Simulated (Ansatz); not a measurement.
ZnTe₂. Total charge 0; quintet. Geometry B3LYP-D4/def2-TZVP; atoms count from 1.

```xyz
3

Zn    0.626    0.501   -1.392
Te   -1.747    0.116    0.183
Te    1.121   -0.617    1.209
```

In the def2 sets Te takes a core potential; there is no spin–orbit coupling. At PBE0-D4/def2-TZVP a triplet of charge 0 lies 1.73 eV below the quintet, each at its own geometry. The structure comes from a short search, and lower isomers may exist.

(1) Estimate the Mulliken populations from the PBE0/def2-TZVP orbitals of Ansatz.

(2) Where does the spin sit?

(3) And the Mayer bond orders between bonded heavy atoms (over 0.3)?

Results:

(1) 
```
atom  charge (e)  spin (α − β)  d electrons
 Zn1        0.19          0.65        10.03
 Te2       -0.09          1.68            –
 Te3       -0.09          1.68            –
```
Mulliken values and Mayer orders depend strongly on the basis.

(2) Summed by element: Zn 0.65, Te 3.35, of 4 unpaired in all. Largest on single atoms: Te3 1.68, Te2 1.68, Zn1 0.65.

(3) Zn1–Te2 0.54 (2.87 Å); Zn1–Te3 0.54 (2.87 Å); Te2–Te3 1.08 (3.13 Å).
